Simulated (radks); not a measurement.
Q: These are the eigenvalues of the occupied orbitals of an atom or ion with whole-number occupations (hartree). Calculated with a radial shooting solver on a logarithmic mesh with Libxc functionals: Dirac Kohn-Sham, exchange-only PBE, spin-unpolarised, spherical densities, finite nucleus; Fermi nuclear charge, rms radius of each element as measured or else 0.836 A^(1/3) + 0.57 fm.

1s1/2: -3036.046
2s1/2: -712.4796
2p1/2: -696.8505
2p3/2: -634.0470

Which element is it, and in what charge state? The configuration may be excited. Open shells, if any, fill j = l - 1/2 first.

A: Z = 77, iridium, charge +68: Ir68+ in [He] 2s2 2p5. The list shows which subshells hold electrons but not how many an open one holds; the 1s level, -3036 hartree, gives Z - s = 77.9 by -(Z - s)^2/2, which with screening and relativity narrows Z to a few neighbours, and the depths of the outer levels then fix element, charge and occupations together.
